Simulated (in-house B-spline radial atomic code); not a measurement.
RPA and G0W0 for Re²⁺, [Xe] 4f14 5d5, highest spin, as one setting changes: the radius of a hard wall (bohr). Start: PBE0. A dash marks a level of low quasi-particle weight. Computed with an all-electron radial atomic-structure program (B-spline basis): all electrons, scalar-relativistic (spin-free one-electron X2C), finite nucleus, each spin shell either full or empty, empty states to l = 9 with an (l + 1/2)⁻⁴ tail; G0W0 by contour deformation at full frequency.

Without the two-electron picture change, the correlation of inner shells comes somewhat too large for so heavy an element.

```tsv
radius of a hard wall (bohr)	mean-field level (eV)	G0W0 level (eV)	RPA correlation (Eh)
2	23.680	5d up 15.809	-6.552
2.5	?	?	?
3	-16.159	5d up -21.967	-6.4952
3.5	?	?	?
4	-22.538	5d up -27.356	-6.4881
5	-23.887	-	-6.4857
6	-24.165	-	-6.4844
8	-24.222	-	-6.4828
12	-24.223	-	-6.4815
```

(1) What belongs in the row for 3.5?

(2) What belongs in the row for 2.5?

## Answers

(1) mean-field level (eV): -20.560; G0W0 level (eV): 5d up -25.799; RPA correlation (Eh): -6.4904.

(2) mean-field level (eV): -5.525; G0W0 level (eV): 5d up -12.147; RPA correlation (Eh): -6.5099.
